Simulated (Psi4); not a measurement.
Calculation: SAPT0/jun-cc-pVDZ, frozen core (Psi4).

Psi4 input:

```
molecule {
0 1
C -1.11946279 -0.33722518 0.08964924
O -0.11669535 0.05634533 -0.81895848
C 1.10647961 0.34351050 -0.18077011
H -2.02161208 -0.53851537 -0.48601890
H -1.33077761 0.45360531 0.82191326
H -0.83268212 -1.24613764 0.63548708
H 1.00034250 1.16581245 0.53952800
H 1.49757325 -0.53401964 0.35147266
H 1.81683458 0.63662424 -0.95230274
--
0 1
Si -0.22441141 -1.17560254 -3.57253843
Si 0.49690753 -3.04902936 -2.36178771
H 0.75627465 -0.07041894 -3.44284226
H -1.53626189 -0.70744276 -3.06275915
H -0.36812740 -1.51558719 -5.00911697
H 0.61977026 -2.71494095 -0.92189441
H 1.81884014 -3.50404457 -2.85722348
H -0.47302134 -4.16146858 -2.50914769
units angstrom
symmetry c1
no_reorient
no_com
}
set basis jun-cc-pvdz
set scf_type df
set freeze_core true
energy('sapt0')
```

Part of the output:

```
    SAPT Results
  --------------------------------------------------------------------------------------------------------
    Electrostatics                 -8.69319930 [mEh]      -5.45506492 [kcal/mol]     -22.82399161 [kJ/mol]
      Elst10,r                     -8.69319930 [mEh]      -5.45506492 [kcal/mol]     -22.82399161 [kJ/mol]

    Exchange                       13.52352423 [mEh]       8.48613958 [kcal/mol]      35.50600798 [kJ/mol]
      Exch10                       13.52352423 [mEh]       8.48613958 [kcal/mol]      35.50600798 [kJ/mol]
      Exch10(S^2)                  13.45904510 [mEh]       8.44567831 [kcal/mol]      35.33671803 [kJ/mol]

    Induction                      -2.29430365 [mEh]      -1.43969728 [kcal/mol]      -6.02369341 [kJ/mol]
      Ind20,r                      -5.44439177 [mEh]      -3.41640741 [kcal/mol]     -14.29424862 [kJ/mol]
      Exch-Ind20,r                  4.18348779 [mEh]       2.62517822 [kcal/mol]      10.98374569 [kJ/mol]
      delta HF,r (2)               -1.03339968 [mEh]      -0.64846809 [kcal/mol]      -2.71319048 [kJ/mol]

    Dispersion                     -6.47947373 [mEh]      -4.06593115 [kcal/mol]     -17.01185593 [kJ/mol]
      Disp20                       -7.54102100 [mEh]      -4.73206212 [kcal/mol]     -19.79894791 [kJ/mol]
      Exch-Disp20                   1.06154727 [mEh]       0.66613097 [kcal/mol]       2.78709198 [kJ/mol]
      Disp20 (SS)                  -3.77051050 [mEh]      -2.36603106 [kcal/mol]      -9.89947396 [kJ/mol]
      Disp20 (OS)                  -3.77051050 [mEh]      -2.36603106 [kcal/mol]      -9.89947396 [kJ/mol]
      Exch-Disp20 (SS)              0.57702686 [mEh]       0.36208982 [kcal/mol]       1.51498382 [kJ/mol]
      Exch-Disp20 (OS)              0.48452041 [mEh]       0.30404115 [kcal/mol]       1.27210816 [kJ/mol]

  Total HF                          2.53602128 [mEh]       1.59137738 [kcal/mol]       6.65832296 [kJ/mol]
  Total SAPT0                      -3.94345245 [mEh]      -2.47455377 [kcal/mol]     -10.35353298 [kJ/mol]
```
